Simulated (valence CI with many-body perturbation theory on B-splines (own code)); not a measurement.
# Eu56+: key properties

Calculated by valence CI with perturbative core correlation (CI+MBPT): five valence electrons over a frozen Dirac-Fock core [He], a basis of 9 s, 9 p, 8 d, 6 f, 3 g, 1 h functions for each j, with the one-electron correlation potential Σ1 (screened to all orders), the two-electron term Σ2, the three-electron term Σ3, Breit, model QED; selected single and double excitations, second order for the rest, scaled by the run's own slope (own B-spline code, finite nucleus).

No measured spectrum was set against this ion. As an estimate, large intervals hold to a few tenths of a per cent, small ones and those within an open d or f shell to about a per cent. Among the levels kept, up to 3900 cm⁻¹ of a level comes from second order outside the variational space, and about a tenth of that is noise between levels of different J, which matters for small intervals.

Levels are named by their leading jj configuration (3d3/2^4 stands for four electrons in 3d with j = 3/2), which in mixed levels can hold well under half, so a name can repeat and another be missing.

Rates and lifetimes use the calculated energies. Strong lines usually hold to 10 to 20 %, long lifetimes can be off by a factor of two.

Problem. What is the ground level?

Solution. (2s^2 2p1/2^2 2p3/2) J=3/2, composition 48 % 2s2 2p3 2P° + 27 % 2s2 2p3 2D° + 25 % 2s2 2p3 4S°, g = 1.333.

Problem. What are the static dipole polarisabilities of the lowest levels?

Solution. (2s^2 2p1/2^2 2p3/2) J=3/2 0.000166 (tensor 3.3e-05) bohr³, of which the core gives 4.62e-07.

Problem. What is the ionisation energy?

Solution. 11739 eV; NIST lists 11739 ± 5 eV (theoretical).

Problem. How well does LS coupling describe the low levels?

Solution. Among the lowest 20 levels the leading LS term, summed over configurations, holds 62 % on average. For single configurations the figures are 62 % in LS and 100 % in jj coupling. Terms mix most in the J = 3/2 level at 6620.4 eV, where the leading one holds 34 %.

Problem. Among levels below 7570.3 eV, which E1 lines absorb most strongly from the ground level?

Solution. to (2s^2 2p1/2^2 3d5/2) J=5/2 at 0.1834 nm, f = 0.542; to (2s^2 2p1/2 2p3/2 3d3/2) J=5/2 at 0.1676 nm, f = 0.472; to (2s 2p1/2^2 2p3/2 3p1/2) J=3/2 at 0.1678 nm, f = 0.262.
